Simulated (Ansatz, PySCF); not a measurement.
Species: BF$_{4}$ (charge -1, singlet). It need not be the lowest isomer of its formula. 
Structure (B3LYP-D3(BJ)/def2-TZVP (Ansatz, an electronic-structure program) minimum search):
SMILES: F[B-](F)(F)F
```xyz
5

F      0.8919     0.5617    -0.9384
B      0.0000     0.0000     0.0000
F     -0.8647    -0.9028    -0.6548
F      0.7320    -0.6858     0.9927
F     -0.7592     1.0269     0.6005
```
Charge -1, spin multiplicity 1.

Total electronic energies in hartree. Valence correlation only, unless marked. Spin-orbit coupling is left out. Non-relativistic. FCI takes restricted orbitals. CBS marks a two-point X^-3 extrapolation of the correlation energy; Hartree-Fock from the larger set. [CCSD(T)-MP2]/basis is that difference in the basis named.

```tsv
level	program	energy (Eh)
HF/STO-3G	Ansatz	-416.61334
HF/6-31G*	Ansatz	-422.72411
HF/aug-cc-pVTZ	Ansatz	-422.91097
HF-D4/def2-TZVPD	PySCF + dftd4	-422.94160
RI-HF/cc-pVTZ	Ansatz	-422.90159
BLYP/def2-TZVPD	PySCF	-424.69436
PBE0-D3(BJ)/def2-TZVP	Ansatz + dftd3	-424.31340
PBE0/def2-TZVPD	Ansatz	-424.31648
BHLYP-D4/def2-TZVPD	Ansatz + dftd4	-424.58438
r2SCANh-D4/def2-TZVPD	Ansatz + dftd4	-424.53398
HSE06-D3(BJ)/def2-TZVPD	Ansatz + dftd3	-424.30001
LC-wPBE/def2-TZVPD	Ansatz	[?]
wB97X-V/def2-TZVPD	Ansatz	[?]
B2PLYP-D3(BJ)/def2-TZVPD	Ansatz + dftd3	-424.51090
PBE-QIDH/def2-TZVPD	Ansatz	[?]
MP2/aug-cc-pVDZ	Ansatz	-423.69978
MP2/cc-pVDZ	Ansatz	-423.58036
RI-MP2/aug-cc-pVQZ	Ansatz	-424.18216
RI-MP2/CBS(aug-cc-pVTZ,aug-cc-pVQZ)	Ansatz	-424.2472
SCS-MP2/cc-pwCVTZ	Ansatz	-424.01985
CCSD/cc-pVDZ	Ansatz	-423.58891
FCI/STO-3G	Ansatz	-416.71486
RI-MP2/CBS(aug-cc-pVTZ,aug-cc-pVQZ)+[CCSD(T)-MP2]/aug-cc-pVDZ	Ansatz	-424.2747
```

Task: What belongs in the gaps?

Result: 
- LC-wPBE/def2-TZVPD, energy (Eh): -424.50063
- wB97X-V/def2-TZVPD, energy (Eh): -424.59078
- PBE-QIDH/def2-TZVPD, energy (Eh): -424.27626
